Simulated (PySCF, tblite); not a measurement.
Isomers of C7H15ClSi. Computed with GFN2-xTB (tblite): harmonic, unscaled wavenumbers at the GFN2-xTB geometry, gas phase. This tight-binding method is rough: wavenumbers can miss measured ones by several per cent, in bad cases by 10 to 20. Modes of hydrogen on silicon can be 10 to 20 % off. One conformer each.

Electronic energies: PBE0/pcSseg-1 single points on the GFN2-xTB geometries (PySCF, gas phase).

```
                  SMILES  electronic energy, lowest = 0 (kcal/mol)
C[C@]([SiH3])(Cl)CC1CCC1                                      49.8
   C=C(C)C[Si@@H](Cl)CCC                                       0.0
C/C([SiH3])=C(/Cl)CC(C)C                                      42.9
```

Question: How do GFN2-xTB zero-point energies change the relative energies?

Answer: 
```tsv
SMILES	ZPE (kcal/mol)	of it from modes above 1550 cm⁻¹	electronic (kcal/mol)	with ZPE, lowest = 0 (kcal/mol)	lowest mode (cm⁻¹)	rings
C=C(C)C[Si@@H](Cl)CCC	125.6	66.0	0.0	0.0	16	0
C/C([SiH3])=C(/Cl)CC(C)C	122.8	63.8	42.9	40.1	38	0
C[C@]([SiH3])(Cl)CC1CCC1	124.3	61.2	49.8	48.5	42	1
```

The zero-point energies span 2.8 kcal/mol, from `C/C([SiH3])=C(/Cl)CC(C)C` to `C=C(C)C[Si@@H](Cl)CCC`. The order is unchanged.

Question: And how do the electronic energies of GFN2-xTB itself compare?

Answer: `C=C(C)C[Si@@H](Cl)CCC` 0.0; `C/C([SiH3])=C(/Cl)CC(C)C` 13.8; `C[C@]([SiH3])(Cl)CC1CCC1` 12.3 kcal/mol, lowest = 0. Against the energies above, taken from the same isomer `C=C(C)C[Si@@H](Cl)CCC`, the largest difference is 37.5 kcal/mol.
